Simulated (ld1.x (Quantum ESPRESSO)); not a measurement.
Results of a calculation; reference values are marked as such.
Potentials for I compared

Generated with ld1.x 7.5 (TM, RRKJ, ultrasoft, PAW), atompaw 4.2 or ONCVPSP 4.0.1. The cutoff is in Ry: for ld1.x and atompaw files where the sum of valence levels is converged to 10 mRy in a Bessel basis, for ONCV files where the hardest occupied wave has 1 mHa per electron of residual kinetic energy. The error is the largest all-electron minus pseudo excitation energy over each file’s own four to seven test configurations (ionisations up to +4, promotions, holes and added fractions of an electron), all of which were solved. The labels leave out finer settings (local radius, basis sizes, second energies), which also bear on the numbers. Spin-polarised tests are not counted. The rows are a selection from randomly drawn settings: files with unsolved tests, undetermined cutoffs or missed reference levels are left out.

A true bound ghost makes a file unfit for plane-wave use even where its test errors are small: the radial tests pick states by their node count and pass the ghost by.

| potential | cutoff (Ry) | largest error (meV) | bound ghosts |
| --- | --- | --- | --- |
| TM semilocal, PBE, scalar-relativistic, rc 1.45/2.15/0.90 (spd), local d, core correction no, reference 4d10 5s2 5p4 | 140 | -359 | none |
| TM, PBE, fully relativistic, rc 1.55/2.15/1.05 (spd), local smoothed, core correction yes, reference 4d10 5s2 5p5 | 120 | +417 | s |
| RRKJ, PBEsol, scalar-relativistic, rc 1.30/1.75/1.15 (spd), local s, core correction yes, reference 4d10 5s2 5p5 | 120 | -246 | none |
| TM, LDA (PZ), fully relativistic, rc 1.65/1.75 (sp), local s, core correction no, reference 5s2 5p5 | 35 | +194 | none |

Question: Fill in the row for I: TM, PBE, fully relativistic, rc 1.35/2.00 (sp), local smoothed, core correction no, reference 5s2 5p4.5.

Answer: cutoff 70 Ry, largest error +103 meV, bound ghosts: s, d.

Question: Fill in the row for I: PAW, LDA (PZ), scalar-relativistic, rc 1.75/1.15/1.55 (spd), local smoothed, core correction yes, reference 4p6 4d10 5s2 5p5.

Answer: cutoff 100 Ry, largest error -48 meV, bound ghosts: s.
